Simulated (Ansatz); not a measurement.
Consider the redistribution: `CB(O)SCO` + `B[SiH2][SiH3]` → `CB(O)[SiH2][SiH3]` + `BSCO`.

Program: Ansatz. Geometries: PBE0-D4/def2-TZVP. ΔE: electronic, gas phase. CCSD(T)/CBS adds triple-zeta CCSD(T) − MP2 to the extrapolated MP2 energy (def2 sets, frozen cores). DFT in def2-TZVPP. One conformer a species, not always the lowest.

`CB(O)SCO`:

Z-matrix (Å, degrees):
```
C
B 1 1.569
H 1 1.092 2 110.3
H 1 1.096 2 110.1 3 -118.4
H 1 1.093 2 114.1 3 122.1
O 2 1.361 1 117.8 3 13.8
S 2 1.821 1 124.8 3 -167.3
H 6 0.961 2 114.5 1 178.5
C 7 1.823 2 103.6 1 2.6
O 9 1.392 7 114.3 2 91.5
H 9 1.090 7 106.0 2 -151.2
H 9 1.093 7 107.8 2 -34.7
H 10 0.961 9 108.7 7 -58.8
```

`B[SiH2][SiH3]`:

```xyz
10

B    -0.466   -1.683    0.747
Si    0.491   -0.628   -0.641
Si   -0.028    1.595   -0.057
H     0.050   -1.928    1.797
H    -1.608   -2.002    0.595
H     0.008   -0.844   -2.033
H     1.974   -0.757   -0.614
H     0.486    1.907    1.303
H    -1.500    1.805   -0.067
H     0.594    2.534   -1.030
```

`CB(O)[SiH2][SiH3]`:

Cartesian coordinates in Å:
```
C -2.099 0.326 0.195
B -0.730 0.484 0.933
O -0.727 0.412 2.289
Si 1.017 0.738 -0.094
Si 1.576 -1.228 -1.235
H -2.069 -0.530 -0.488
H -2.300 1.197 -0.439
H -2.936 0.193 0.884
H 0.139 0.522 2.688
H 2.147 1.078 0.826
H 0.911 1.834 -1.101
H 0.483 -1.595 -2.177
H 1.750 -2.350 -0.271
H 2.837 -1.081 -2.012
```

`BSCO`:

Cartesian coordinates in Å:
```
B 0.334 -1.415 0.972
S 1.100 0.121 0.606
C -0.212 1.064 -0.263
O -0.012 1.135 -1.636
H -0.804 -1.613 0.667
H 1.000 -2.231 1.529
H -0.170 2.085 0.116
H -1.167 0.607 0.012
H -0.069 0.248 -2.003
```

```csv
level,ΔE (kJ/mol)
PBE0-D4,-34.1
r2SCAN,-32.2
```

Task: What does CCSD(T)/CBS give? (An estimate is asked.)

Result: The calculation gave: -31.2 kJ/mol. The listed levels differ from it by -2.9, -1.0 kJ/mol.

Largest T1 diagnostic among the species: 0.014.

From PBE to PBE0 (25 % exact exchange), in def2-TZVPP and without D4, ΔE moves by +4.5 kJ/mol. In def2-TZVPP, CCSD(T) changes the Hartree–Fock value by −8.4 kJ/mol (the triples alone add −2.0 kJ/mol) and MP2 by −7.7 kJ/mol.
